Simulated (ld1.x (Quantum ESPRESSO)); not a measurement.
**Os (Z = 76) RRKJ: all-electron and pseudo phase curves**

```json
{
  "Element": "Os (Z = 76)",
  "Generator": "ld1.x (Quantum ESPRESSO) 7.5",
  "Type": "norm-conserving RRKJ (Kleinman–Bylander form)",
  "Functional": "revPBE",
  "Relativity": "scalar-relativistic",
  "Frozen core": "[Kr] 4d10 4f14 5s2",
  "Valence charge": "14",
  "Reference configuration": "5p6 5d6 6s1 6p1",
  "Partial waves": "5p (bound): rc 1.45 bohr; 5d (bound): rc 1.35 bohr; 6s (bound): rc 1.95 bohr",
  "Local potential": "the s channel",
  "Core correction": "a·sin(br)/r model core, default radius (core density twice the valence density)",
  "rho0": "0.02"
}
```

Occupied shells without a wave of their own: 6p. They enter only through the test configuration that unscreens the potential, and ld1.x also counts them in the model core charge.

The phase is arctan(r·u′/u) with u = r·R(r), unwrapped; energies in Ry, scanned from -6 to 5 Ry. A pole is an energy at which the radial function vanishes at the test radius. The pseudo phase is shifted by a multiple of π to meet the all-electron one at the reference energy, and phase errors are pseudo minus all-electron; the curves can meet again beyond the range given. Levels narrower than the energy grid can be missing from the lists of poles.

| channel | radius (bohr) | reference energy (Ry) | poles, all-electron | poles, pseudo | unbroken range about the reference energy with phases within 0.05 rad | phase error 1 Ry above the reference energy (rad) |
| --- | --- | --- | --- | --- | --- | --- |
| s | 2.15 | -0.54 | 4.75 | 2.09 | below 0.1 | -0.093 |
| p | 2.15 | -3.87 | -3.56 | -3.55 | -4.1 to -1.2 | +0.015 |
| d | 2.15 | -0.58 | 0.61 | 0.71 | below 2.2 | +0.013 |

The potential misses its own reference levels by up to 0.5 eV. ld1.x takes every shell without a wave as core, so the model core holds the 6p electrons as well and exchange and correlation see them twice. This cancels in the reference configuration, but the file is broken for other ones, and its errors say nothing about a proper core correction.

Phases in the p channel:

| E (Ry) | all-electron | pseudo |
| --- | --- | --- |
| -6.00 | 1.326 | 1.334 |
| -5.74 | 1.312 | 1.321 |
| -5.48 | 1.293 | 1.304 |
| -5.22 | 1.268 | 1.281 |
| -4.96 | 1.231 | 1.246 |
| -4.70 | 1.166 | 1.185 |
| -4.44 | 1.015 | 1.044 |
| -4.18 | 0.363 | 0.423 |
| -3.92 | -1.185 | -1.184 |
| -3.66 | -1.521 | -1.518 |
| -3.40 | -1.628 | -1.620 |
| -3.14 | -1.683 | -1.671 |
| -2.88 | -1.719 | -1.704 |
| -2.62 | -1.746 | -1.727 |
| -2.36 | -1.769 | -1.747 |
| -2.10 | -1.790 | -1.764 |
| -1.84 | -1.811 | -1.779 |
| -1.58 | -1.832 | -1.794 |
| -1.32 | -1.855 | -1.809 |
| -1.06 | -1.879 | -1.825 |
| -0.80 | -1.907 | -1.841 |
| -0.54 | -1.939 | -1.858 |
| -0.28 | -1.976 | -1.877 |
| -0.02 | -2.022 | -1.898 |
| 0.24 | -2.079 | -1.921 |
| 0.50 | -2.152 | -1.948 |
| 0.76 | -2.250 | -1.978 |
| 1.02 | -2.384 | -2.014 |
| 1.28 | -2.572 | -2.056 |
| 1.54 | -2.831 | -2.108 |
| 1.80 | -3.158 | -2.171 |
| 2.06 | -3.500 | -2.250 |
| 2.32 | -3.790 | -2.352 |
| 2.58 | -4.005 | -2.483 |
| 2.84 | -4.158 | -2.652 |
| 3.10 | -4.269 | -2.866 |
| 3.36 | -4.350 | -3.117 |
| 3.62 | -4.413 | -3.381 |
| 3.88 | -4.462 | -3.624 |
| 4.14 | -4.502 | -3.826 |
| 4.40 | -4.534 | -3.984 |
| 4.66 | -4.562 | -4.106 |
| 4.92 | -4.585 | -4.201 |
